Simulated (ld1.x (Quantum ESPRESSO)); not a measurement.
## Sn: from the effect back to the setting (ultrasoft)

Base potential:

Sn, ultrasoft, made with ld1.x (Quantum ESPRESSO) 7.5 (PBE, scalar-relativistic). Core [Kr], reference 4d10 5s2 5p0 (charge +2). Waves: 5s (bound): rcut 1.60, rcutus 2.10 bohr; 5s channel at -0.45 Ry: rcut 1.60, rcutus 2.10 bohr; 5p (bound, empty): rcut 1.70, rcutus 2.30 bohr; 5p channel at 2.25 Ry: rcut 1.70, rcutus 2.30 bohr; 4d (bound): rcut 1.15, rcutus 1.60 bohr; 4d channel at -2.5 Ry: rcut 1.15, rcutus 1.60 bohr. Local part: all-electron potential smoothed inside 1.30 bohr (lloc = -1). Core correction: Bessel-smoothed model core inside 1.05 bohr. Augmentation charge: built from norm-conserving waves at rcut, not smoothed further.

Cutoffs, loose and tight: the cutoffs (Ry, on a coarse ladder) from which the occupation-weighted sum of valence levels, in a spherical-Bessel basis at the reference potential, stays within 10 and 1 mRy of its value at 400 Ry. They do not see the model core or the augmentation charge, which bear on the density cutoff. Test errors are all-electron minus pseudo excitation energies from the reference, over the configurations 4d10 5s2 5p2; 4d10 5s2 5p1; 4d10 5s1 5p0; 4d10 5s0 5p4; 4d9 5s2 5p2; 4d10 5s0 5p0; 4d10 5s2 5p2.3; variants that change the core or the reference have their own tests. The largest error is taken over the tests solved by every variant that gives reliable tests at all, those not shown here included: 4d10 5s0 5p4; 4d10 5s1 5p0; 4d10 5s2 5p1; 4d10 5s2 5p2.

Only the scale of all radii but the core radius (base = 1) is moved (1 further runs of the sweep failed or gave no value and are left out):

```csv
scale of all radii but the core radius (base = 1),"cutoff, loose","cutoff, tight",bound ghosts,largest test error (meV)
0.93,70 Ry,110 Ry,"s, p",-12
1.03,45 Ry,90 Ry,s,-226
1.23,30 Ry,50 Ry,"s, p",test run stopped at test 1 of 7 (negative rho)
1.37,25 Ry,40 Ry,"p, s",test run stopped at test 1 of 7 (negative rho)
```

Problem. One more run gave cutoff, loose: 35 Ry; cutoff, tight: 60 Ry; bound ghosts: s; largest test error (meV): -15. Which value of the scale of all radii but the core radius (base = 1) was used?

Solution. 1.13. The loose cutoff moves one way along this sweep, from 70 Ry at 0.93 to 25 Ry at 1.37, which places the run between 1.03 and 1.23.
